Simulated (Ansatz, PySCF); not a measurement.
Species: sum formula GaO₂H₂ (charge 0, doublet). It need not be the lowest isomer of its formula. 
Geometry from a B3LYP-D3(BJ)/def2-TZVP (Ansatz, a first-principles code) optimisation:
```
Ga
O 1 1.8122
H 2 0.9632 1 114.15
O 1 1.8122 2 112.82 3 -180.00
H 4 0.9632 1 114.15 2 -180.00
```
Charge 0, spin multiplicity 2.

Total electronic energies in hartree. Cores are frozen in the correlated levels unless marked. Open shells are spin-unrestricted. No spin-orbit coupling. Frozen are the shells of the preceding noble gas and the d and f shells that filled before the atom's block. Non-relativistic. CBS(X,Y): correlation extrapolated as X^-3; Hartree-Fock from the larger set. [CCSD(T)-MP2]/basis is that difference in the basis named.

```
level                                                                 program  energy (Eh)
-------------------------------------------------------------  --------------  -----------
HF/6-31G                                                               Ansatz  -2073.78978
HF/aug-cc-pVQZ                                                         Ansatz  -2074.29119
HF/cc-pVQZ                                                             Ansatz  -2074.29025
RI-HF/cc-pVTZ                                                          Ansatz  -2074.27249
BP86-D4/def2-TZVPD                                              PySCF + dftd4  -2076.87605
B97M-V/def2-TZVPD                                                      Ansatz  -2076.18264
PBE0/6-31G*                                                            Ansatz  -2075.82355
PBE0-D3(BJ)/def2-TZVP                                          Ansatz + dftd3  -2076.18675
MN15-D3(BJ)/def2-TZVPD                                          PySCF + dftd3  -2076.75588
MN15/def2-TZVPD                                                         PySCF  -2076.75588
LC-wPBE-D3(BJ)/def2-TZVPD                                      Ansatz + dftd3  -2076.26422
B2GP-PLYP/def2-TZVPD                                                   Ansatz  -2075.92161
B2PLYP-D4/def2-TZVPD                                           Ansatz + dftd4  -2076.10053
MP2/aug-cc-pVDZ                                                        Ansatz  -2074.63577
MP2/cc-pVDZ                                                            Ansatz  -2074.57425
RI-MP2/aug-cc-pVQZ                                                     Ansatz  -2074.89505
SCS-MP2/cc-pVTZ                                                        Ansatz  -2074.81403
CCSD/cc-pVDZ                                                           Ansatz  -2074.58493
CCSD(T)/6-31G*                                                         Ansatz  -2074.30610
CCSD(T)/aug-cc-pVTZ                                                    Ansatz  -2074.86911
CCSD(T)/cc-pVTZ                                                        Ansatz  -2074.85059
RI-MP2/CBS(cc-pVTZ,cc-pVQZ)+[CCSD(T)-MP2]/cc-pVDZ                      Ansatz   -2074.9412
RI-MP2/CBS(aug-cc-pVTZ,aug-cc-pVQZ)+[CCSD(T)-MP2]/aug-cc-pVTZ          Ansatz   -2074.9459
```

Totals of different functionals don't rank their quality; only differences between species are comparable.
